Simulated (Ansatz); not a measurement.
Reaction (homolysis of the Al–O bond): `C[O][Al]([NH2])[SH]` → `[NH2][Al][SH]`• + `C[O]`•

Isolated molecules relaxed with PBE0-D4/def2-TZVP in Ansatz; ΔE leaves out vibrations. CCSD(T)/CBS is the MP2 limit (def2-TZVPP, def2-QZVPP) plus CCSD(T) − MP2 in def2-TZVPP, frozen cores. Functionals use def2-TZVPP. HSE06 is defined as in plane-wave codes. Open shells (•) are unrestricted, without spin–orbit coupling. Each species was taken in one conformer, which may not be the lowest.

CCSD(T)/CBS gives +501.7 kJ/mol.

(1) Another level gave +425.7 kJ/mol. Which?
A. revPBE/def2-TZVPP
B. HSE06-D4/def2-TZVPP
C. r2SCAN0/def2-TZVPP
D. B97M-V/def2-TZVPP

Largest T1 diagnostic among the species: 0.019.

## Answers

(1) A. revPBE 425.7, HSE06-D4 460.9, r2SCAN0 455.5, B97M-V 476.3 kJ/mol.

Leaving LDA and LC-ωPBE aside and taking each functional with its dispersion term where it has one, the values, not all of them listed here, spread over 51.6 kJ/mol, from revPBE-D4 to ωB97M-V. LDA lies +66.7 kJ/mol from PBE without D4, its usual overbinding. At CCSD(T), def2-SVP lies −30.1 kJ/mol from the extrapolated value and def2-TZVPP −14.1 kJ/mol: correlation converges slowly with the basis, and small sets miss more of it in the bonded molecule than in its fragments. From PBE to PBE0 (25 % exact exchange), in def2-TZVPP and without D4, ΔE moves by +5.4 kJ/mol.

CCSD(T)/CBS has its own doubt, a few kJ/mol and more with outer-core shells, so smaller differences from it don't rank the levels.
